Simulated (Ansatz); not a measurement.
One change: `O[AsH][SiH3]` becomes `O[AsH][GeH3]`.

Ansatz, PBE0-D4/def2-TZVP geometries, multiplicity 1. Each molecule was computed in one conformer, which needn't be the lowest.

Scalar relativity is left out up to krypton.

```json
{"property": "HOMO energy (ωB97M-V/def2-TZVPP) / eV", "`O[AsH][SiH3]`": "-9.28"}
{"property": "LUMO energy (PBE0/def2-TZVPP) / eV", "`O[AsH][SiH3]`": "-0.82"}
{"property": "size of the dipole moment (PBE/def2-TZVPP) / D", "`O[AsH][SiH3]`": "0.98"}
{"property": "size of the dipole moment (ωB97M-V/def2-TZVPP) / D", "`O[AsH][SiH3]`": "1.01"}
{"property": "LUMO energy (ωB97M-V/def2-TZVPP) / eV", "`O[AsH][SiH3]`": "1.05"}
{"property": "ideal-gas entropy at 298 K and 1 bar (rigid rotor, harmonic PBE0-D4/def2-TZVP) / J/(mol·K)", "`O[AsH][SiH3]`": "327"}
```

**Question.** What does the change do to each property? (Best estimate.)

**Answer.** Computed: 
| property | `O[AsH][GeH3]` | shift |
| --- | --- | --- |
| HOMO energy (ωB97M-V/def2-TZVPP) / eV | -9.19 | 0.09 |
| LUMO energy (PBE0/def2-TZVPP) / eV | -0.75 | 0.07 |
| size of the dipole moment (PBE/def2-TZVPP) / D | 1.00 | 0.02 |
| size of the dipole moment (ωB97M-V/def2-TZVPP) / D | 1.04 | 0.03 |
| LUMO energy (ωB97M-V/def2-TZVPP) / eV | 1.12 | 0.07 |
| ideal-gas entropy at 298 K and 1 bar (rigid rotor, harmonic PBE0-D4/def2-TZVP) / J/(mol·K) | 341 | 14 |

Dipoles are sizes alone; their direction can turn.
